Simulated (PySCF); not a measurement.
**Excitation energy of C by level of theory**

C [He] 2s2 2p2 (3P) → C [He] 2s1 2p2 3s1 (5P), as a difference of total energies. Computed with PySCF 2.14 in aug-cc-pVQZ-DK (6s5p4d3f2g, 80 functions), with scalar relativity by spin-free X2C-1e. Correlated levels: valence: 1s2 frozen. The calculations carry no spin-orbit coupling.

```tsv
method	excitation energy (eV)
UHF	11.030
MP2 (valence)	12.547
SCS-MP2 (valence)	12.927
CCSD (valence)	12.897
CCSD(T) (valence)	12.957
```

Q: How much does correlation contribute at CCSD(T) (valence)?

A: 12.957 − (11.030) = 1.927 eV, measured against UHF.

The upper state lies above the first ionisation limit, but in LS coupling its spin forbids autoionisation to the ground ion. A Rydberg-like electron needs more diffuse functions than a valence basis has.

The promoted electron is Rydberg-like, and one or two diffuse shells describe it only roughly, which tends to raise the upper state.
